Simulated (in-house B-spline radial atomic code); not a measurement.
Radial electron density of Zn⁸⁺, [Ar] 3d4. Level of theory: non-relativistic Hartree-Fock with fractional occupations, spin-polarised, spherical fractional occupations, point nucleus; calculated with a B-spline radial code for spherical atoms.

Caution: exact exchange at fractional occupations of open shells leaves self-interaction of up to several eV.

Columns: r (bohr), 4πr²n(r) (electrons per bohr), bar.

```
 0.00224    1.018 #
 0.00267     1.41 #
 0.00317    1.929 ##
 0.00378    2.644 ###
 0.00449    3.575 ####
 0.00534    4.806 #####
 0.00635    6.397 #######
 0.00756    8.434 #########
 0.00899    10.95 ############
  0.0107    14.01 ###############
  0.0127    17.51 ###################
  0.0151    21.46 #######################
   0.018    25.69 ###########################
  0.0214    29.71 ###############################
  0.0254    33.13 ###################################
  0.0303    35.55 ######################################
   0.036    36.41 ######################################
  0.0428    35.63 ######################################
  0.0509    33.54 ###################################
  0.0605    31.04 #################################
   0.072    29.43 ###############################
  0.0856    29.95 ################################
   0.102    33.04 ###################################
   0.121    37.54 ########################################
   0.144    41.32 ############################################
   0.171    41.64 ############################################
   0.204    37.13 #######################################
   0.242    29.36 ###############################
   0.288    21.58 #######################
   0.343    17.53 ###################
   0.408    18.11 ###################
   0.485    20.66 ######################
   0.577    21.36 #######################
   0.686    18.27 ###################
   0.816    12.53 #############
   0.971    6.746 #######
    1.15    2.873 ###
    1.37   0.8911 #
    1.63   0.2021 
    1.94  0.03184 
    2.31 0.003298
```

On this grid the curve has 3 maxima, near 0.036, 0.171, 0.577 bohr.

The 3d up radial function P(r) = rR(r), positive near the nucleus:

```
r (bohr)         P
   0.018  0.001898
  0.0254   0.00497
   0.036   0.01281
  0.0509    0.0316
   0.072   0.07416
   0.102    0.1632
   0.144    0.3265
   0.204    0.5873
   0.288    0.9123
   0.408     1.189
   0.577     1.232
   0.816    0.9593
    1.15    0.5195
    1.63    0.1662
    2.31   0.02525
```
